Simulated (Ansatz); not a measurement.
Al₄Te₄H₄⁺, that is (HAlTe)4 cubane with one electron fewer. Total charge 1; doublet. Geometry PBE-D4/def2-SVP, that of the neutral singlet; atoms count from 1.

```xyz
12

Al   -0.5898   -1.1472    1.5969
H    -1.0478   -2.0371    2.8354
Te    1.7459   -1.8209    0.4336
Al    1.8106    0.8733    0.4160
H     3.2152    1.5507    0.7381
Te   -0.2231    1.4791    2.0770
Al   -1.4003    1.4603   -0.3472
H    -2.4866    2.5931   -0.6160
Te   -2.2575   -1.0889   -0.5193
Al    0.1795   -1.1864   -1.6656
H     0.3192   -2.1067   -2.9575
Te    0.7348    1.4306   -1.9913
```

In the def2 sets Te takes a core potential; there is no spin–orbit coupling.

Problem. Estimate the Mulliken populations from the PBE0/def2-TZVP orbitals of Ansatz.

Solution. 
```json
{"atom": "Al1", "charge (e)": "0.34", "spin (α − β)": "-0.01"}
{"atom": "H2", "charge (e)": "-0.01", "spin (α − β)": "0.04"}
{"atom": "Te3", "charge (e)": "-0.08", "spin (α − β)": "0.22"}
{"atom": "Al4", "charge (e)": "0.34", "spin (α − β)": "-0.01"}
{"atom": "H5", "charge (e)": "-0.01", "spin (α − β)": "0.04"}
{"atom": "Te6", "charge (e)": "-0.08", "spin (α − β)": "0.22"}
{"atom": "Al7", "charge (e)": "0.34", "spin (α − β)": "-0.01"}
{"atom": "H8", "charge (e)": "-0.01", "spin (α − β)": "0.04"}
{"atom": "Te9", "charge (e)": "-0.08", "spin (α − β)": "0.22"}
{"atom": "Al10", "charge (e)": "0.34", "spin (α − β)": "-0.01"}
{"atom": "H11", "charge (e)": "-0.01", "spin (α − β)": "0.04"}
{"atom": "Te12", "charge (e)": "-0.08", "spin (α − β)": "0.22"}
```
Mulliken values and Mayer orders depend strongly on the basis.

Problem. Where does the spin sit?

Solution. Summed by element: Al -0.03, H 0.15, Te 0.89, of 1 unpaired in all. Largest on single atoms: Te6 0.22, Te9 0.22, Te3 0.22.

Problem. And the Mayer bond orders between bonded heavy atoms (over 0.3)?

Solution. Al1–Te3 0.76 (2.69 Å); Al1–Te6 0.68 (2.69 Å); Al1–Te9 0.76 (2.70 Å); Te3–Al4 0.68 (2.69 Å); Te3–Al10 0.76 (2.70 Å); Al4–Te6 0.76 (2.69 Å); Al4–Te12 0.76 (2.70 Å); Te6–Al7 0.76 (2.70 Å); Al7–Te9 0.68 (2.69 Å); Al7–Te12 0.76 (2.69 Å); Te9–Al10 0.76 (2.69 Å); Al10–Te12 0.68 (2.69 Å).
